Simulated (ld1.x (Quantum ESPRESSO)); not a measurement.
## Before and after: TM potential for antimony (Sb)

Sb (Z = 51), norm-conserving Troullier–Martins (Kleinman–Bylander form), made with ld1.x (Quantum ESPRESSO) 7.5 (PBE, fully relativistic). Core [Kr], reference 4d10 5s1.5 5p3.5. Waves: 5s (bound): rc 1.60 bohr; 5p (bound): rc 2.50 bohr; 4d (bound): rc 1.50 bohr. Local part: all-electron potential smoothed inside 1.65 bohr (lloc = -2). Core correction: Bessel-smoothed model core, default radius (core density twice the valence density).

Open shells are filled in proportion to 2j + 1 (rel_dist='average').

Change: core correction none.

Cutoffs: the cutoffs (Ry, on a coarse ladder) from which the occupation-weighted sum of valence levels, in a spherical-Bessel basis at the reference potential, stays within 10 and 1 mRy of its value at 400 Ry; they do not see the model core or the augmentation charge, which bear on the density cutoff. Errors are all-electron minus pseudo energies relative to the spin-unpolarised reference configuration.

Problem. What does the change do?

Solution. The potential gets neither clearly harder nor softer (90 Ry and 160 Ry → 90 Ry and 160 Ry); of the 7 tests that both files solve, the error grows in 4 and shrinks in 2 by more than 15 % and 0.3 meV (median size 0.8 → 0.8 meV); neither file shows a bound ghost. The default core radius of the base comes out at 0.61 bohr.

| quantity | base | changed |
| --- | --- | --- |
| cutoff, loose | 90 Ry | 90 Ry |
| cutoff, tight | 160 Ry | 160 Ry |
| bound ghosts | none | none |
| error for 4d10 5s2 5p3, meV [ΔE -4.02 eV] | +0.2 | +0.8 |
| error for 4d10 5s2 5p2, meV [ΔE 4.32 eV] | -0.3 | +0.1 |
| error for 4d10 5s2 5p1, meV [ΔE 20.31 eV] | +6.2 | +9.2 |
| error for 4d10 5s1 5p4, meV [ΔE 4.07 eV] | +0.1 | +0.7 |
| error for 4d9 5s2 5p4, meV [ΔE 27.06 eV] | -113 | -69 |
| error for 4d9 5s2 5p3, meV [ΔE 36.69 eV] | +3.9 | +43 |
| error for 4d10 5s2 5p2.5, meV [ΔE -0.75 eV] | -0.8 | -0.3 |
| s: phases at 2.72 bohr within 0.05 rad from the reference energy up to (Ry; the scan ends near 5) | 0.3 | 0.3 |
| p1/2: phases at 2.72 bohr within 0.05 rad from the reference energy up to (Ry; the scan ends near 5) | 1.9 | 1.9 |
| p3/2: phases at 2.72 bohr within 0.05 rad from the reference energy up to (Ry; the scan ends near 5) | 1.9 | 1.9 |
| d3/2: phases at 2.72 bohr within 0.05 rad from the reference energy up to (Ry; the scan ends near 5) | 0.5 | 0.5 |
| d5/2: phases at 2.72 bohr within 0.05 rad from the reference energy up to (Ry; the scan ends near 5) | 0.5 | 0.5 |
